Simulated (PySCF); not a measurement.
sulfolane (C4H8O2S), singlet, at a GFN2-xTB geometry; BHANDHLYP/STO-3G in PySCF.

The PySCF input:
```python
from pyscf import gto, scf, dft

mol = gto.Mole()
mol.atom = '''
    O     1.599527    0.875451   -0.676870
    S     0.602141    0.398753    0.241387
    O     0.786503    0.704641    1.633386
    C    -1.066395    0.927887   -0.299577
    C    -1.607022   -0.314401   -0.972772
    C    -1.150763   -1.511876   -0.132773
    C     0.351035   -1.401616    0.012803
    H    -1.617656    1.197006    0.596054
    H    -0.960681    1.781152   -0.959337
    H    -2.694366   -0.288813   -1.053931
    H    -1.188259   -0.397225   -1.977514
    H    -1.442733   -2.450882   -0.604557
    H    -1.618134   -1.461242    0.852482
    H     0.753413   -1.918410    0.876248
    H     0.884786   -1.682331   -0.889848
'''
mol.basis = 'sto-3g'
mol.charge = 0
mol.spin = 0
mol.verbose = 3
mol.build()

mf = dft.RKS(mol)
mf.xc = 'bhandhlyp'
mf.kernel()
mf.analyze()
```

What the program printed (banner, timings and long lists left out):

```
converged SCF energy = -697.015755452524
**** MO energy ****
MO #1   energy= -89.3021005210221  occ= 2
MO #2   energy= -19.2392823042206  occ= 2
MO #3   energy= -19.2391732009153  occ= 2
MO #4   energy= -10.4477372333754  occ= 2
MO #5   energy= -10.4470342940823  occ= 2
MO #6   energy= -10.4240443774962  occ= 2
MO #7   energy= -10.4239938204361  occ= 2
MO #8   energy= -8.37978511241522  occ= 2
MO #9   energy= -6.20976095896593  occ= 2
MO #10  energy= -6.20731878994688  occ= 2
MO #11  energy= -6.20501565333525  occ= 2
MO #12  energy= -1.18300166391599  occ= 2
MO #13  energy= -1.03905973461471  occ= 2
MO #14  energy= -0.942519977619912 occ= 2
MO #15  energy= -0.834260957985883 occ= 2
MO #16  energy= -0.777387164398494 occ= 2
MO #17  energy= -0.672897820390297 occ= 2
MO #18  energy= -0.627231641328864 occ= 2
MO #19  energy= -0.56115764766756  occ= 2
MO #20  energy= -0.514268502466034 occ= 2
MO #21  energy= -0.503581192202463 occ= 2
MO #22  energy= -0.490086021578298 occ= 2
MO #23  energy= -0.446349702942688 occ= 2
MO #24  energy= -0.417201733295355 occ= 2
MO #25  energy= -0.415483128072547 occ= 2
MO #26  energy= -0.398909976416177 occ= 2
MO #27  energy= -0.3909546838836   occ= 2
MO #28  energy= -0.355086579861402 occ= 2
MO #29  energy= -0.187006637115861 occ= 2
MO #30  energy= -0.184605586726192 occ= 2
MO #31  energy= -0.182362333705891 occ= 2
MO #32  energy= -0.172659671309436 occ= 2
MO #33  energy= 0.238051924755415  occ= 0
MO #34  energy= 0.25692608509398   occ= 0
MO #35  energy= 0.392348462464531  occ= 0
MO #36  energy= 0.411460801580125  occ= 0
MO #37  energy= 0.459164510795295  occ= 0
MO #38  energy= 0.466412537691299  occ= 0
MO #39  energy= 0.481396487741338  occ= 0
MO #40  energy= 0.493177096109556  occ= 0
 ** Mulliken atomic charges  **
charge of    0O =     -0.54253
charge of    1S =      1.24545
charge of    2O =     -0.54252
charge of    3C =     -0.21927
charge of    4C =     -0.07727
charge of    5C =     -0.07727
charge of    6C =     -0.21927
charge of    7H =      0.05739
charge of    8H =      0.06096
charge of    9H =      0.05154
charge of   10H =      0.04646
charge of   11H =      0.05154
charge of   12H =      0.04646
charge of   13H =      0.06096
charge of   14H =      0.05739
Dipole moment(X, Y, Z, Debye): -3.10250, -2.05455, -1.24370
```
